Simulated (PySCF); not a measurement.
B(Cl)(H)(SH) (BClH₂S), SMILES B(S)Cl.

Geometry optimised at B3LYP-D3(BJ)/def2-TZVP. Other conformers were not sampled.

Method: ωB97X/def2-TZVPD run with PySCF.

The molecule is in vacuum.

Computed frontier levels, gap, dipole moment and polarisability:
```
Quantity                                                                                                       Result
---------------------------------------------------------------------------------------------  ----------------------
highest occupied level                                                                                      -10.68 eV
lowest empty level                                                                                            0.79 eV
orbital gap                                                                                                  11.46 eV
dipole moment                                                                                                  1.63 D
quadrupole, principal values (traceless, Buckingham form, about the centre of nuclear charge)  -2.45, -1.81, 4.26 D·Å
mean static polarisability                                                                       50.3 bohr³ (7.45 Å³)
polarisability, principal values                                                               39.3, 46.2, 65.3 bohr³
```
